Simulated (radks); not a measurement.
All-electron atom: Ta50+ in [Ar] 3d5. Method: Dirac Kohn-Sham, BLYP, spin-unpolarised, spherical densities, point nucleus; open shells fill j = l - 1/2 first; computed with a radial shooting solver on a logarithmic mesh with Libxc functionals.

Unscreened Slater integrals over Kohn-Sham orbitals (hartree). Large and small components are both included. Empty in this configuration: 4s1/2.

\begin{tabular}{lr}
integral & value \\ \hline
F0(3d5/2,3d5/2) & 5.1903 \\
F2(3d5/2,3d5/2) & 2.6819 \\
F4(3d5/2,3d5/2) & 1.7345 \\
F0(3d5/2,3d3/2) & 5.2475 \\
F2(3d5/2,3d3/2) & 2.6993 \\
G2(3d5/2,3d3/2) & 2.6494 \\
G4(3d5/2,3d3/2) & 1.7127 \\
F0(3d5/2,3p3/2) & 4.7930 \\
F2(3d5/2,3p3/2) & 2.2909 \\
G1(3d5/2,3p3/2) & 2.3970 \\
G3(3d5/2,3p3/2) & 1.6145 \\
F0(3d5/2,3p1/2) & 4.9761 \\
G3(3d5/2,3p1/2) & 1.7579 \\
F0(3d5/2,4s1/2) & 2.9506 \\
G2(3d5/2,4s1/2) & 0.28054 \\
F0(3d3/2,3d3/2) & 5.3075 \\
F2(3d3/2,3d3/2) & 2.7201 \\
F0(3d3/2,3p3/2) & 4.8370 \\
F2(3d3/2,3p3/2) & 2.2829 \\
G1(3d3/2,3p3/2) & 2.3530 \\
G3(3d3/2,3p3/2) & 1.5843 \\
F0(3d3/2,3p1/2) & 5.0260 \\
G1(3d3/2,3p1/2) & 2.6702 \\
F0(3d3/2,4s1/2) & 2.9632 \\
G2(3d3/2,4s1/2) & 0.27799 \\
F0(3p3/2,3p3/2) & 4.5632 \\
F2(3p3/2,3p3/2) & 2.2762 \\
F0(3p3/2,3p1/2) & 4.7099 \\
G2(3p3/2,3p1/2) & 2.2863 \\
F0(3p3/2,4s1/2) & 2.8866 \\
G1(3p3/2,4s1/2) & 0.29968 \\
F0(3p1/2,3p1/2) & 4.8787 \\
F0(3p1/2,4s1/2) & 2.9262 \\
G1(3p1/2,4s1/2) & 0.30423 \\
F0(4s1/2,4s1/2) & 2.3548 \\
\end{tabular}
